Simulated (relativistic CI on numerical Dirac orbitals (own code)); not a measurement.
**Hyperfine structure of In⁷⁺, mass number 113**

Computed by Dirac-Coulomb-Breit CI, KLI orbitals optimised for each configuration, model QED (radiative potential, 1s self-energy scaled to tabulated hydrogen-like ionisation energies), unscaled Slater integrals (own radial code, finite nucleus).

Configurations in the expansion (outside the closed core [Ar] 3d10): 4s2 4p6 4d6, 4s2 4p6 4d5 5s, 4s2 4p6 4d5 4f, 4s2 4p5 4d7, 4s2 4p6 4d5 5p, 4s2 4p6 4d4 5s2, 4s2 4p4 4d8, 4s 4p6 4d7, 4s2 4p6 4d4 5s 5p, 4s2 4p6 4d5 5d, 4s2 4p6 4d4 5p2, 4s2 4p6 4d5 6s, 4s2 4p6 4d5 6p, 4s2 4p6 4d5 6d, 4p6 4d8, 4s 4p5 4d8. Levels of other configurations are missing.

Nuclear spin I = 9/2, μ = 5.5208 μN, Q = 0.761 b (tables of Stone and Pyykkö). The electronic factors are computed for point nuclear moments, without core polarisation or the Bohr-Weisskopf and QED corrections.

| Level | E (cm⁻¹) | A (MHz) | B (MHz) |
| --- | --- | --- | --- |
| 4s2 4p6 4d6 5D_4 | 0.0 | 1014 | 1620 |
| 4s2 4p6 4d6 5D_3 | 4066.4 | 708.1 | 367 |
| 4s2 4p6 4d6 5D_2 | 5532.6 | 730.9 | -342 |
| 4s2 4p6 4d6 5D_1 | 7023.6 | 660.7 | -530 |
| 4s2 4p6 4d6 3P_2 | 24545.1 | 656.4 | -241 |
| 4s2 4p6 4d6 3H_6 | 30017.0 | 1680 | -913 |
| 4s2 4p6 4d6 3H_5 | 30068.7 | 1590 | 294 |
| 4s2 4p6 4d6 3F_3 | 31437.2 | 1783 | 698 |

Levels with J = 0, under 50 % of one LS term, or S terms without an open s electron are left out. Small factors come from cancelling terms and can be off by tens of per cent or more.

At this charge configurations can still be misplaced by up to about 7 % of their energy. Terms inside the open d or f shell come out 10 to 20 % too wide with unscaled integrals.

Q: Give the hyperfine levels of 4s2 4p6 4d6 5D_4 relative to its centre of gravity.

A: With K = F(F + 1) − I(I + 1) − J(J + 1), E = AK/2 + B[¾K(K + 1) − I(I + 1)J(J + 1)]/[2I(2I − 1)J(2J − 1)]: F = 1/2: -21560, F = 3/2: -20190, F = 5/2: -17890, F = 7/2: -14610, F = 9/2: -10310, F = 11/2: -4915, F = 13/2: 1643, F = 15/2: 9462, F = 17/2: 18650 MHz.

LS names give the leading component of a level, which can be under half, so a name can repeat, a term be missing and a line seem to break the LS rules.
